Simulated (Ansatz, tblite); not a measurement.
Forces on Ca₂₀⁻ (started as a model of: Ca20 tetrahedron) at its PBE/def2-SVP geometry. Total charge -1; doublet.

The xTB rows come from tblite. Single mean-field runs in def2-TZVP are fitted with def2-universal-jkfit. Another isomer (doublet) lies 1.26 eV lower at PBE0/def2-TZVP; other spin states weren't run for this one.

GFN1-xTB (tblite), largest force 0.45 eV/Å:

```xyz
20
positions Å, forces eV/Å
Ca   -4.005    2.722   -5.037   -0.123    0.084   -0.155
Ca   -3.663   -0.143   -2.606   -0.387   -0.161   -0.163
Ca   -3.288   -3.066   -0.105   -0.383   -0.194   -0.135
Ca   -2.901   -5.908    2.349   -0.088   -0.180    0.071
Ca   -2.510    3.358   -1.632   -0.201    0.402   -0.007
Ca   -2.161    0.471    0.873   -0.326    0.071    0.132
Ca   -1.765   -2.447    3.333   -0.137   -0.095    0.418
Ca   -0.961    3.983    1.855   -0.184    0.410    0.032
Ca   -0.595    1.101    4.318   -0.124   -0.056    0.430
Ca    0.559    4.567    5.260    0.017    0.140    0.160
Ca   -0.575    1.370   -4.244    0.112    0.082   -0.429
Ca   -0.189   -1.554   -1.786   -0.029   -0.234   -0.270
Ca    0.170   -4.437    0.720    0.174   -0.415   -0.002
Ca    0.984    2.009   -0.797    0.150    0.303   -0.120
Ca    1.363   -0.926    1.713    0.205   -0.140    0.258
Ca    2.497    2.611    2.679    0.374    0.189    0.165
Ca    2.932   -0.020   -3.408    0.150    0.067   -0.420
Ca    3.303   -2.904   -0.945    0.210   -0.397   -0.021
Ca    4.457    0.596    0.029    0.396    0.166    0.134
Ca    6.349   -1.381   -2.570    0.194   -0.042   -0.078
```

GFN2-xTB (tblite), largest force 0.39 eV/Å:

```
Ca -0.072 0.048 -0.091
Ca -0.319 -0.010 -0.226
Ca -0.285 -0.269 -0.007
Ca -0.052 -0.104 0.042
Ca -0.219 0.290 -0.143
Ca -0.307 0.067 0.123
Ca -0.154 -0.216 0.289
Ca -0.082 0.346 0.162
Ca -0.051 0.098 0.377
Ca 0.010 0.081 0.094
Ca -0.051 0.120 -0.370
Ca -0.027 -0.220 -0.253
Ca 0.012 -0.386 0.064
Ca 0.140 0.285 -0.112
Ca 0.194 -0.132 0.242
Ca 0.215 0.229 0.234
Ca 0.257 -0.003 -0.296
Ca 0.288 -0.250 -0.082
Ca 0.388 0.049 0.000
Ca 0.113 -0.024 -0.046
```

PBE/def2-TZVP (Ansatz), largest force 0.03 eV/Å:

```
Ca -0.020 0.013 -0.024
Ca -0.015 0.000 -0.009
Ca -0.014 -0.013 0.002
Ca -0.012 -0.026 0.009
Ca -0.010 0.013 -0.006
Ca -0.008 0.002 0.003
Ca -0.008 -0.011 0.013
Ca -0.005 0.016 0.008
Ca -0.002 0.004 0.019
Ca 0.002 0.022 0.023
Ca -0.002 0.005 -0.018
Ca -0.001 -0.005 -0.009
Ca 0.000 -0.019 0.004
Ca 0.006 0.008 -0.003
Ca 0.005 -0.004 0.006
Ca 0.009 0.012 0.012
Ca 0.012 0.000 -0.014
Ca 0.014 -0.011 -0.003
Ca 0.019 0.001 -0.002
Ca 0.029 -0.007 -0.011
```
